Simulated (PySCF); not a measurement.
B3LYP has the VWN-RPA correlation part, as in Gaussian. Delta-SCF ions had no search for a lower state. Excitations are Tamm–Dancoff values on a coarser integration grid. The basis has no diffuse functions, so Rydberg states are missing or too high.

Z-matrix (Å, degrees):
```
B
S 1 1.8075
H 2 1.3429 1 98.84
S 1 1.8102 2 126.15 3 -0.17
H 4 1.3419 1 97.97 2 -0.22
S 1 1.8132 2 118.77 3 179.83
H 6 1.3437 1 97.32 2 -0.18
```
Charge 0, multiplicity 1.

Problem. Estimate the HOMO–LUMO gap, vertical ionisation energy (Delta-SCF), total energy, brightest of the four lowest singlets (TDA) and LUMO that B3LYP-D3(BJ)/def2-TZVP (PySCF) returns for this input.

Solution. 
The HOMO–LUMO gap is 6.37 eV and the vertical ionisation energy (Delta-SCF) is 9.47 eV. The total energy is -1221.4336 Ha, the brightest of the four lowest singlets (TDA) is 5.94 eV and the LUMO is -0.92 eV.
